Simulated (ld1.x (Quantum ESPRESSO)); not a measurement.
**Scattering properties, PAW potential for Mo (Z = 42)**

molybdenum, PAW, made with ld1.x (Quantum ESPRESSO) 7.5 (PBE, scalar-relativistic). Core [Ar] 3d10, reference 4s2 4p6 4d5 5s1 5p0. Waves: 4s (bound): rcut 1.50, rcutus 1.65 bohr; 5s (bound): rcut 1.50, rcutus 1.65 bohr; 4p (bound): rcut 1.65, rcutus 1.75 bohr; 5p (bound, empty): rcut 1.65, rcutus 1.75 bohr; 4d (bound): rcut 1.70, rcutus 2.10 bohr; 4d channel at 1.15 Ry: rcut 1.70, rcutus 2.10 bohr. Local part: all-electron potential smoothed inside 1.65 bohr (lloc = -1). Core correction: Bessel-smoothed model core, default radius (core density twice the valence density). Augmentation charge: BESSEL, radius 1.35 bohr.

The phase is arctan(r·u′/u) with u = r·R(r), unwrapped; energies in Ry, scanned from -7 to 5 Ry. A pole is an energy at which the radial function vanishes at the test radius. The pseudo phase is shifted by a multiple of π to meet the all-electron one at the reference energy, and phase errors are pseudo minus all-electron; the curves can meet again beyond the range given. Levels narrower than the energy grid can be missing from the lists of poles.

Question: For each channel, where are the poles, and over which energies does the pseudopotential scatter like the atom?

Answer:

| channel | radius (bohr) | reference energy (Ry) | poles, all-electron | poles, pseudo | unbroken range about the reference energy with phases within 0.05 rad | phase error 1 Ry above the reference energy (rad) |
| --- | --- | --- | --- | --- | --- | --- |
| s | 2.30 | -0.30 | -4.60, 4.75 | -4.60, 4.69 | below 4.3 | +0.005 |
| p | 2.30 | -0.08 | -2.56 | -2.56 | the whole range | +0.001 |
| d | 2.30 | -0.28 | 0.65 | 0.65 | below 3.4 | -0.000 |

The ghost test of this file was not conclusive. Its overlap operator is not positive definite in a basis up to 400 Ry (lowest eigenvalue s -0.49, p -0.03), so the file is unfit for use: the generalised eigenproblem breaks down once the basis is large enough, and its test numbers describe a broken file.

Phases in the d channel:

| E (Ry) | all-electron | pseudo |
| --- | --- | --- |
| -7.00 | 1.403 | 1.403 |
| -6.74 | 1.400 | 1.400 |
| -6.48 | 1.397 | 1.396 |
| -6.22 | 1.393 | 1.392 |
| -5.96 | 1.389 | 1.388 |
| -5.70 | 1.384 | 1.384 |
| -5.44 | 1.379 | 1.379 |
| -5.18 | 1.374 | 1.374 |
| -4.92 | 1.368 | 1.368 |
| -4.66 | 1.362 | 1.362 |
| -4.40 | 1.355 | 1.355 |
| -4.14 | 1.348 | 1.347 |
| -3.88 | 1.339 | 1.339 |
| -3.62 | 1.330 | 1.329 |
| -3.36 | 1.319 | 1.318 |
| -3.10 | 1.306 | 1.306 |
| -2.84 | 1.291 | 1.291 |
| -2.58 | 1.273 | 1.272 |
| -2.32 | 1.251 | 1.250 |
| -2.06 | 1.222 | 1.222 |
| -1.80 | 1.184 | 1.184 |
| -1.54 | 1.130 | 1.130 |
| -1.28 | 1.047 | 1.047 |
| -1.02 | 0.902 | 0.901 |
| -0.76 | 0.596 | 0.595 |
| -0.50 | -0.107 | -0.108 |
| -0.24 | -0.900 | -0.900 |
| 0.02 | -1.271 | -1.271 |
| 0.28 | -1.442 | -1.442 |
| 0.54 | -1.540 | -1.540 |
| 0.80 | -1.606 | -1.606 |
| 1.06 | -1.656 | -1.656 |
| 1.32 | -1.698 | -1.698 |
| 1.58 | -1.737 | -1.737 |
| 1.84 | -1.776 | -1.776 |
| 2.10 | -1.816 | -1.817 |
| 2.36 | -1.862 | -1.864 |
| 2.62 | -1.917 | -1.921 |
| 2.88 | -1.986 | -1.996 |
| 3.14 | -2.079 | -2.101 |
| 3.40 | -2.212 | -2.264 |
| 3.66 | -2.415 | -2.539 |
| 3.92 | -2.735 | -3.006 |
| 4.18 | -3.181 | -3.586 |
| 4.44 | -3.629 | -4.013 |
| 4.70 | -3.951 | -4.262 |
| 4.96 | -4.156 | -4.414 |
